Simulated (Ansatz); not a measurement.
Reaction (redistribution): `N[SiH](N)F` + `C[NH][In]([Cl])[Cl]` → `CN[SiH](N)F` + `[NH2][In]([Cl])[Cl]`

Computed with Ansatz on PBE0-D4/def2-TZVP structures; ΔE is electronic, products minus reactants. CBS: MP2 limit from def2 TZ/QZ plus the TZ coupled-cluster correction, frozen cores. Functionals use def2-TZVPP. HSE06 is defined as in plane-wave codes. Elements past krypton have def2 core potentials. For In outer-core shells are correlated without core-valence functions, which leaves a few kJ/mol of doubt a bond. Each species was taken in one conformer, which may not be the lowest.

| level | ΔE (kJ/mol) | difference from CCSD(T)/CBS |
| --- | --- | --- |
| CAM-B3LYP-D4 | -3.1 | -1.9 |
| r2SCAN | -3.0 | -1.8 |
| HSE06 | -4.1 | -2.9 |
| RPA@PBE/def2-TZVPP | -3.1 | -1.9 |
| HF/def2-SVP | -1.3 | -0.1 |
| HF/def2-TZVPP | -3.4 | -2.2 |
| SCS-MP2/def2-TZVPP | -1.9 | -0.7 |
| HF/def2-QZVPP | -3.1 | -1.9 |
| MP2/def2-QZVPP | -0.5 | 0.7 |
| CCSD/CBS(def2) | -1.3 | -0.1 |
| CCSD(T)/CBS | -1.2 | 0 |

Q: What do rigid-rotor, harmonic-oscillator terms from PBE0-D4/def2-TZVP frequencies (298.15 K, 1 bar) make of the CCSD(T)/CBS value? (Estimate.)

A: The calculation gave: ΔZPE = +0.9 kJ/mol, ΔH = -1.0 kJ/mol, ΔS = -6 J/(mol·K), ΔG = +0.7 kJ/mol.

Largest T1 diagnostic among the species: 0.013.

Leaving LDA and LC-ωPBE aside and taking each functional with its dispersion term where it has one, the values, not all of them listed here, spread over 2.3 kJ/mol, from revPBE-D4 to B2PLYP.
